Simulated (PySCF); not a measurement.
# PySCF run on BrH3

The script input.py:

```python
from pyscf import gto, dft, tdscf

mol = gto.M(
    atom='Br 0 0 -0.0228; H 0 0 1.4432; H 1.7444 0 0.1709; H -1.7444 0 0.1709',
    basis='6-31g*',
    charge=0,
    spin=0,
    verbose=4,
)
mf = dft.RKS(mol, xc='tpss')
field = 0.05  # electric field along z, atomic units
h = mf.get_hcore() + field*mol.intor('int1e_r')[2]
mf.get_hcore = lambda *args: h
e_nuc = mol.energy_nuc() - field*mol.atom_charges() @ mol.atom_coords()[:, 2]
mf.energy_nuc = lambda *args: e_nuc
mf.kernel()
td = tdscf.TDA(mf)
td.nstates = 4
td.kernel()
td.analyze()
mf.dip_moment()
print('orbital energies (hartree):', mf.mo_energy[..., max(0, mol.nelec[1]-3):mol.nelec[0]+3].round(4))
```

```bash
$ OMP_NUM_THREADS=1 python input.py
```

It prints (some set-up lines and the per-cycle HOMO/LUMO lines with their warnings removed):

```
PySCF version 2.14.0

[INPUT] verbose = 4
[INPUT] num. atoms = 4
[INPUT] num. electrons = 38
[INPUT] charge = 0
[INPUT] spin (= nelec alpha-beta = 2S) = 0
[INPUT] symmetry False subgroup None
[INPUT] Mole.unit = angstrom
[INPUT] Symbol           X                Y                Z      unit          X                Y                Z       unit  Magmom
[INPUT]  1 Br     0.000000000000   0.000000000000  -0.022800000000 AA    0.000000000000   0.000000000000  -0.043085755640 Bohr   0.0
[INPUT]  2 H      0.000000000000   0.000000000000   1.443200000000 AA    0.000000000000   0.000000000000   2.727252742972 Bohr   0.0
[INPUT]  3 H      1.744400000000   0.000000000000   0.170900000000 AA    3.296438251691   0.000000000000   0.322954194688 Bohr   0.0
[INPUT]  4 H     -1.744400000000   0.000000000000   0.170900000000 AA   -3.296438251691   0.000000000000   0.322954194688 Bohr   0.0

nuclear repulsion = 34.3810226609062
number of shells = 18
number of NR pGTOs = 107
number of NR cGTOs = 38
basis = 6-31g*
ecp = {}

******** <class 'pyscf.dft.rks.RKS'> ********
method = RKS
initial guess = minao
damping factor = 0
level_shift factor = 0
DIIS = <class 'pyscf.scf.diis.CDIIS'>
diis_start_cycle = 1
diis_space = 8
diis_damp = 0
SCF conv_tol = 1e-09
SCF conv_tol_grad = None
SCF max_cycles = 50
direct_scf = True
direct_scf_tol = 1e-13
XC library pyscf.dft.libxc version 7.0.0
    S. Lehtola, C. Steigemann, M. J.T. Oliveira, and M. A.L. Marques.,  SoftwareX 7, 1–5 (2018)
XC functionals = tpss
    J. Tao, J. P. Perdew, V. N. Staroverov, and G. E. Scuseria.,  Phys. Rev. Lett. 91, 146401 (2003)
    J. P. Perdew, J. Tao, V. N. Staroverov, and G. E. Scuseria.,  J. Chem. Phys. 120, 6898 (2004)
    J. Tao, J. P. Perdew, V. N. Staroverov, and G. E. Scuseria.,  Phys. Rev. Lett. 91, 146401 (2003)
    J. P. Perdew, J. Tao, V. N. Staroverov, and G. E. Scuseria.,  J. Chem. Phys. 120, 6898 (2004)
radial grids:
    Treutler-Ahlrichs [JCP 102, 346 (1995); DOI:10.1063/1.469408] (M4) radial grids

becke partition: Becke, JCP 88, 2547 (1988); DOI:10.1063/1.454033
pruning grids: <function nwchem_prune>
grids dens level: 3
symmetrized grids: False
atomic radii adjust function: <function treutler_atomic_radii_adjust>
small_rho_cutoff = 0
Set gradient conv threshold to 3.16228e-05
Initial guess from minao.
tot grids = 49848
init E= -2574.35599202672
cycle= 1 E= -2575.38222018878  delta_E= -1.03  |g|= 0.323  |ddm|= 1.82
cycle= 2 E= -2575.39120951933  delta_E= -0.00899  |g|= 0.282  |ddm|= 0.884
cycle= 3 E= -2575.41778117077  delta_E= -0.0266  |g|= 0.0257  |ddm|= 0.393
cycle= 4 E= -2575.4178978143  delta_E= -0.000117  |g|= 0.0131  |ddm|= 0.0435
cycle= 5 E= -2575.41793038481  delta_E= -3.26e-05  |g|= 0.00143  |ddm|= 0.017
cycle= 6 E= -2575.41793099539  delta_E= -6.11e-07  |g|= 0.000118  |ddm|= 0.00269
cycle= 7 E= -2575.41793100069  delta_E= -5.31e-09  |g|= 1.69e-05  |ddm|= 0.000267
cycle= 8 E= -2575.41793100081  delta_E= -1.17e-10  |g|= 4.5e-06  |ddm|= 4.84e-05
Extra cycle  E= -2575.41793100082  delta_E= -5.91e-12  |g|= 5.75e-06  |ddm|= 1.9e-05
converged SCF energy = -2575.41793100082

******** <class 'pyscf.tdscf.rks.TDA'> for <class 'pyscf.dft.rks.RKS'> ********
nstates = 4 singlet
deg_eia_thresh = 1.000e-03
wfnsym = None
conv_tol = 1e-05
eigh lindep = 1e-12
eigh level_shift = 0
eigh max_cycle = 100

Excitation energies (eV)
[3.99157197 8.04691108 8.85189849 9.3108255 ]

** Singlet excitation energies and oscillator strengths **
Excited State   1:      3.99157 eV    310.61 nm  f=0.0024
      19 -> 20       -0.70518
Excited State   2:      8.04691 eV    154.08 nm  f=0.0004
      18 -> 20        0.70413
Excited State   3:      8.85190 eV    140.07 nm  f=0.0000
      18 -> 21        0.70691
Excited State   4:      9.31083 eV    133.16 nm  f=2.5534
      17 -> 20       -0.17943
      19 -> 21        0.66810

** Transition electric dipole moments (AU) **
state          X           Y           Z        Dip. S.      Osc.
  1         0.0000     -0.0000      0.1554      0.0241      0.0024
  2         0.0000      0.0425      0.0000      0.0018      0.0004
  3         0.0000      0.0000      0.0000      0.0000      0.0000
  4         3.3457      0.0000      0.0000     11.1936      2.5534

** Transition velocity dipole moments (imaginary part, AU) **
state          X           Y           Z        Dip. S.      Osc.
  1        -0.0000      0.0000      0.0048      0.0000      0.0001
  2         0.0000      0.1126      0.0000      0.0127      0.0286
  3         0.0000      0.0000      0.0000      0.0000      0.0000
  4         0.3858     -0.0000     -0.0000      0.1489      0.2900

** Transition magnetic dipole moments (imaginary part, AU) **
state          X           Y           Z
  1        -0.0000      0.0000      0.0000
  2         0.3449      0.0000      0.0000
  3         0.0000      0.0000     -0.3815
  4        -0.0000      0.3825      0.0000
Dipole moment(X, Y, Z, Debye):  0.00000, -0.00000,  3.10812
orbital energies (hartree): [-0.4063 -0.3109 -0.1681 -0.029   0.007   0.2041]
```

In short: E(SCF) = -2575.417931 Eh, 8 cycles, μ(SCF) = 3.11 D, first singlet excitations without spin–orbit coupling 3.99, 8.05, 8.85, 9.31 eV.

Hardware: Arm Neoverse N1, 1 thread, shared host. Wall time 31 s.
